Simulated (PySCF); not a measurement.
H2P, doublet, geometry from GFN2-xTB; PySCF with CASSCF(3,4)+NEVPT2/6-31G*.

Here is a job for PySCF.
```python
from pyscf import gto, scf, mcscf, mrpt
import numpy

mol = gto.Mole()
mol.atom = '''
    P     0.00300800   -0.00080054    0.11434732
    H    -0.02238001    1.00221204   -0.85063528
    H    -0.02274002   -0.99020401   -0.86457453
'''
mol.basis = '6-31g*'
mol.spin = 1
mol.verbose = 4
mol.build()

mf = scf.ROHF(mol)
mf.kernel()
mc = mcscf.CASSCF(mf, 4, 3)
mc.fix_spin_(ss=0.75)
mc.kernel()
occ = numpy.linalg.eigvalsh(mc.fcisolver.make_rdm1(mc.ci, mc.ncas, mc.nelecas))[::-1]
ss = mc.fcisolver.spin_square(mc.ci, mc.ncas, mc.nelecas)[0]
print('natural occupations', occ.round(4), ' <S^2>', round(ss, 4))
e2 = mrpt.NEVPT(mc).kernel()
print('E(NEVPT2) = %.10f' % (mc.e_tot + e2))
```

The log (banner, timings and long lists left out):

```
PySCF version 2.14.0

[INPUT] verbose = 4
[INPUT] num. atoms = 3
[INPUT] num. electrons = 17
[INPUT] charge = 0
[INPUT] spin (= nelec alpha-beta = 2S) = 1
[INPUT] symmetry False subgroup None
[INPUT] Mole.unit = angstrom
[INPUT] Symbol           X                Y                Z      unit          X                Y                Z       unit  Magmom
[INPUT]  1 P      0.003008000000  -0.000800540000   0.114347320000 AA    0.005684296183  -0.001512801352   0.216085117878 Bohr   0.0
[INPUT]  2 H     -0.022380010000   1.002212040000  -0.850635280000 AA   -0.042292089565   1.893906274342  -1.607467711093 Bohr   0.0
[INPUT]  3 H     -0.022740020000  -0.990204010000  -0.864574530000 AA   -0.042972409867  -1.871214386346  -1.633809075975 Bohr   0.0

nuclear repulsion = 11.6696637560953
number of shells = 12
number of NR pGTOs = 59
number of NR cGTOs = 22
basis = 6-31g*
ecp = {}

******** <class 'pyscf.scf.rohf.ROHF'> ********
method = ROHF
initial guess = minao
damping factor = 0
level_shift factor = 0
DIIS = <class 'pyscf.scf.diis.CDIIS'>
diis_start_cycle = 1
diis_space = 8
diis_damp = 0
SCF conv_tol = 1e-09
SCF conv_tol_grad = None
SCF max_cycles = 50
direct_scf = True
direct_scf_tol = 1e-13
num. doubly occ = 8  num. singly occ = 1
Set gradient conv threshold to 3.16228e-05
init E= -341.574489159761
  HOMO = -0.182416126912851  LUMO = 0.11761881734392  gap/eV = 8.16437
cycle= 1 E= -341.831986035067  delta_E= -0.257  |g|= 0.139  |ddm|= 1.02
  HOMO = -0.173862382639595  LUMO = 0.156708971980814  gap/eV = 8.99530
cycle= 2 E= -341.842994312495  delta_E= -0.011  |g|= 0.0342  |ddm|= 0.183
  HOMO = -0.15490750321211  LUMO = 0.169073714216262  gap/eV = 8.81598
cycle= 3 E= -341.843689634078  delta_E= -0.000695  |g|= 0.0094  |ddm|= 0.0511
  HOMO = -0.157833394442928  LUMO = 0.168698631511584  gap/eV = 8.88539
cycle= 4 E= -341.843757989097  delta_E= -6.84e-05  |g|= 0.00135  |ddm|= 0.0202
  HOMO = -0.157510825541364  LUMO = 0.168882832138113  gap/eV = 8.88162
cycle= 5 E= -341.843759474598  delta_E= -1.49e-06  |g|= 0.000278  |ddm|= 0.00319
  HOMO = -0.157647348156494  LUMO = 0.168806811835979  gap/eV = 8.88327
cycle= 6 E= -341.843759528651  delta_E= -5.41e-08  |g|= 5.47e-05  |ddm|= 0.000489
  HOMO = -0.157632507130897  LUMO = 0.168817653876405  gap/eV = 8.88316
cycle= 7 E= -341.843759531081  delta_E= -2.43e-09  |g|= 6.47e-06  |ddm|= 0.000116
  HOMO = -0.157633294333267  LUMO = 0.168816833399942  gap/eV = 8.88316
cycle= 8 E= -341.843759531118  delta_E= -3.68e-11  |g|= 8.33e-07  |ddm|= 1.88e-05
  HOMO = -0.157633210812798  LUMO = 0.168816989977241  gap/eV = 8.88316
Extra cycle  E= -341.843759531119  delta_E= -7.96e-13  |g|= 2.95e-07  |ddm|= 2.62e-06
converged SCF energy = -341.843759531119

******** <class 'pyscf.mcscf.mc1step.CASSCF'> ********
CAS (2e+1e, 4o), ncore = 7, nvir = 11
max_cycle_macro = 50
max_cycle_micro = 4
conv_tol = 1e-07
conv_tol_grad = None
orbital rotation max_stepsize = 0.02
orbital rotation threshold for CI restart = 0.01
augmented hessian ah_max_cycle = 30
augmented hessian ah_conv_tol = 1e-12
augmented hessian ah_linear dependence = 1e-14
augmented hessian ah_level shift = 1e-08
augmented hessian ah_start_tol = 2.5
augmented hessian ah_start_cycle = 3
augmented hessian ah_grad_trust_region = 3
kf_trust_region = 3
kf_interval = 4
ci_response_space = 4
ci_grad_trust_region = 3
with_dep4 0
natorb = False
canonicalization = True
sorting_mo_energy = False
ao2mo_level = 2
internal_rotation = False
******** <class 'pyscf.fci.addons.SpinPenaltyFCISolver'> ********
max. cycles = 50
conv_tol = 1e-08
davidson only = True
linear dependence = 1e-12
level shift = 0.001
max iter space = 12
nroots = 1
pspace_size = 400
spin = None
CASCI E = -341.849203739917  S^2 = 0.7500000
Set conv_tol_grad to 0.000316228
macro iter   1 ( 21 JK    4 micro), CASSCF E = -341.857713415527  dE = -8.50967561e-03  S^2 = 0.7500000
               |grad[o]|=0.00993  |grad[c]|=0.0179  |ddm|=0.0277  |maxRot[o]|=0.302
macro iter   2 ( 21 JK    4 micro), CASSCF E = -341.861705212920  dE = -3.99179739e-03  S^2 = 0.7500000
               |grad[o]|=0.0093  |grad[c]|=0.0128  |ddm|=0.00511  |maxRot[o]|=0.269
macro iter   3 ( 18 JK    4 micro), CASSCF E = -341.862641657395  dE = -9.36444474e-04  S^2 = 0.7500000
               |grad[o]|=0.00629  |grad[c]|=0.00573  |ddm|=0.00304  |maxRot[o]|=0.134
macro iter   4 ( 12 JK    4 micro), CASSCF E = -341.862749424497  dE = -1.07767103e-04  S^2 = 0.7500000
               |grad[o]|=0.0026  |grad[c]|=0.00231  |ddm|=0.00177  |maxRot[o]|=0.0609
macro iter   5 (  6 JK    2 micro), CASSCF E = -341.862751577650  dE = -2.15315288e-06  S^2 = 0.7500000
               |grad[o]|=0.000882  |grad[c]|=0.000242  |ddm|=0.0002  |maxRot[o]|=0.00691
macro iter   6 (  3 JK    1 micro), CASSCF E = -341.862751606920  dE = -2.92702111e-08  S^2 = 0.7500000
               |grad[o]|=2.89e-05  |grad[c]|=0.00011  |ddm|=2.65e-05  |maxRot[o]|=0.000971
1-step CASSCF converged in   6 macro ( 81 JK  19 micro) steps
CASSCF canonicalization
Density matrix diagonal elements [1.97113785 1.         0.01561783 0.01324432]
CASSCF energy = -341.862751606920
CASCI E = -341.862751606920  E(CI) = -2.66966251308543  S^2 = 0.7500000
natural occupations [1.9712 1.     0.0156 0.0132]  <S^2> 0.75

******** <class 'pyscf.mrpt.nevpt2.NEVPT'> ********
NEVPT2 (2e+1e, 4o), ncore = 7, nvir = 11
root = 0
Natural occ [1.97119923 1.         0.01561783 0.01318294]
Natural orbital (expansion on meta-Lowdin AOs) in CAS space
               #1        #2        #3        #4
0 P 1s          -0.01623   0.00000   0.00000  -0.00178
0 P 2s           0.18156  -0.00000  -0.00000   0.01854
0 P 3s           0.76989  -0.00000  -0.00000   0.24143
0 P 4s           0.01546  -0.00000  -0.00000   0.26467
0 P 2px          0.00033  -0.00625  -0.00000   0.00003
0 P 2py         -0.00009  -0.00000  -0.00285  -0.00001
0 P 2pz          0.01256   0.00016  -0.00002   0.00123
0 P 3px          0.01595   0.99919   0.00012  -0.01049
0 P 3py         -0.00424   0.00000   0.67923   0.00281
0 P 3pz          0.60645  -0.02628   0.00476  -0.39882
0 P 4px         -0.00015   0.02482  -0.00001  -0.00060
0 P 4py          0.00004   0.00000  -0.07874   0.00016
0 P 4pz         -0.00580  -0.00065  -0.00054  -0.02270
0 P 3dxy         0.00000   0.00011   0.01206   0.00009
0 P 3dyz         0.00012  -0.00000   0.45841   0.00342
0 P 3dz^2       -0.01978   0.00075   0.00558  -0.55483
0 P 3dxz        -0.00135  -0.01641   0.00017  -0.03780
0 P 3dx2-y2      0.01718  -0.00043   0.00320   0.47485
1 H 1s          -0.04673  -0.00000  -0.39034  -0.28477
1 H 2s          -0.01593  -0.00000  -0.09313  -0.08570
2 H 1s          -0.04674   0.00000   0.39035  -0.28475
2 H 2s          -0.01593   0.00000   0.09313  -0.08569
<CAS-nat-orb|mo-hf>  8      6        0.49213990
<CAS-nat-orb|mo-hf>  8      8        0.87024595
<CAS-nat-orb|mo-hf>  9      9        0.99994641
<CAS-nat-orb|mo-hf>  10     10       0.82349464
<CAS-nat-orb|mo-hf>  10     16      -0.42498562
<CAS-nat-orb|mo-hf>  11     11       0.66998442
<CAS-nat-orb|mo-hf>  11     20      -0.53568182
Sr    (-1)',   E = -0.00748015011338
Si    (+1)',   E = -0.00225395288508
Sijrs (0)  ,   E = -0.02525077072162
Sijr  (+1) ,   E = -0.00819052352265
Srsi  (-1) ,   E = -0.01148679754586
Srs   (-2) ,   E = -0.00619622934027
Sij   (+2) ,   E = -0.00261675438112
Sir   (0)' ,   E = -0.01330085260080
Nevpt2 Energy = -0.076776031110786
E(NEVPT2) = -341.9395276380
```
